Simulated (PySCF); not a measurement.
PySCF job for C₂H₇O₂, SMILES OCC[OH2+], charge +1, SMD-B3LYP/6-31G*. The structure is a stationary point at PBE0-D3(BJ)/def2-SVP. The isomer is the one that the SMILES or the coordinates give; other isomers of the formula were not compared. The values are those of a single conformer.

```python
import numpy as np
from pyscf import gto, scf, dft
from pyscf.solvent import smd

mol = gto.M(
    atom='''
    O     0.91827675   -0.36808966   -0.85053906
    C     0.65791640    0.80707983   -0.08639261
    C    -0.77911173    0.58290827    0.37222190
    O    -0.79467928   -0.86634924    0.59427210
    H     1.86183847   -0.54840247   -0.96863316
    H     1.34492822    0.87878029    0.77159627
    H     0.73489169    1.71756764   -0.69798238
    H    -1.02642876    1.08819913    1.31300824
    H    -1.51134466    0.82334329   -0.41110334
    H    -0.01569594   -1.12306500   -0.10394697
    H    -1.64979678   -1.30084044    0.43222137
    ''',
    basis='6-31G*',
    charge=1,
    spin=0,
    max_memory=1600,
    verbose=3,
)
mf = dft.RKS(mol, xc='b3lyp').density_fit(auxbasis='def2-universal-jkfit')
mf.grids.level = 3
mf.conv_tol = 1e-9
mf.max_cycle = 100
mf.kernel()
res = {}
for name in ['water', 'chlorobenzene', 'N,N-dimethylformamide']:
    s = mf.SMD()
    s.with_solvent.solvent, s.with_solvent.sasa_ng = name, 194
    s.kernel(mf.make_rdm1())
    res[name] = (s.e_tot, s.with_solvent.get_cds(), s.dip_moment(), s.mo_energy, s.converged)
    print(f'SMD {name}: dG(solv) = {(s.e_tot - mf.e_tot) * 627.509474:.3f} kcal/mol, of which CDS {res[name][1] * 627.509474:.3f}')
```

Log of the run:

```
converged SCF energy = -230.557338975147
converged SCF energy = -230.669249846634

WARN: System has nonzero charge 1; the dipole moment is origin-dependent.
Location of origin: [0. 0. 0.]

Dipole moment(X, Y, Z, Debye): -1.02172, -1.02461,  0.26536
SMD water: dG(solv) = -70.225 kcal/mol, of which CDS 3.121
converged SCF energy = -230.641656663454

WARN: System has nonzero charge 1; the dipole moment is origin-dependent.
Location of origin: [0. 0. 0.]

Dipole moment(X, Y, Z, Debye): -0.96109, -0.53945,  0.29906
SMD chlorobenzene: dG(solv) = -52.910 kcal/mol, of which CDS -1.396
converged SCF energy = -230.656331202306

WARN: System has nonzero charge 1; the dipole moment is origin-dependent.
Location of origin: [0. 0. 0.]

Dipole moment(X, Y, Z, Debye): -0.99929, -0.51721,  0.31270
SMD N,N-dimethylformamide: dG(solv) = -62.119 kcal/mol, of which CDS -1.165
```

Self-consistency was reached.
